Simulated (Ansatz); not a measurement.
Stepwise reaction of `C[Si](O)(O)Cl` with hydrogen fluoride, as a gas-phase model of exchange steps in deposition or etching. ΔE in kJ/mol; ΔG adds harmonic PBE0-D4 terms to CCSD(T)/CBS, at 1 bar.

Calculated with Ansatz (gas phase, PBE0-D4/def2-TZVP geometries, no zero-point term in ΔE). CBS: MP2 limit from def2 TZ/QZ plus the TZ coupled-cluster correction, frozen cores. This one scheme is used for every species. DFT in def2-TZVPP. B3LYP here is the variant with VWN-RPA as its local correlation; programs differ in this. One conformer a species, not always the lowest.

| step | reaction | PBE-D4 | B3LYP-D4 | ωB97M-V | CCSD(T)/CBS | ΔG(600 K) |
| --- | --- | --- | --- | --- | --- | --- |
| 1 | `C[Si](O)(O)Cl` + H–F → `C[Si](O)(F)Cl` + H₂O | -40.7 | -42.9 | -42.7 | -41.9 | -42.4 |

(1) Give the row of step 2, `C[Si](O)(F)Cl` + H–F → `C[Si](F)(F)Cl` + H₂O. (Estimate.)

(2) By hand: ΔE of the 2 steps together at CCSD(T)/CBS.

Results:

(1) Ansatz gave: 
```csv
step,reaction,PBE-D4,B3LYP-D4,ωB97M-V,CCSD(T)/CBS,ΔG(600 K)
2,`C[Si](O)(F)Cl` + H–F → `C[Si](F)(F)Cl` + H₂O,-34.4,-36.1,-36.1,-36.0,-37.0
```

(2) (-41.9) + (-36.0) = -77.9 kJ/mol, or -39.0 kJ/mol a step.

In ΔE each step is higher than the one before. All are downhill at CCSD(T)/CBS. ΔG lies between -42.4 and -37.0 kJ/mol a step. PBE-D4 differs from CCSD(T)/CBS by 1.2 to 1.6 kJ/mol a step. Only this route is followed, and other bonds may react first. Isolated molecules leave out the surface, adducts and barriers. Largest T1 diagnostic: 0.011.
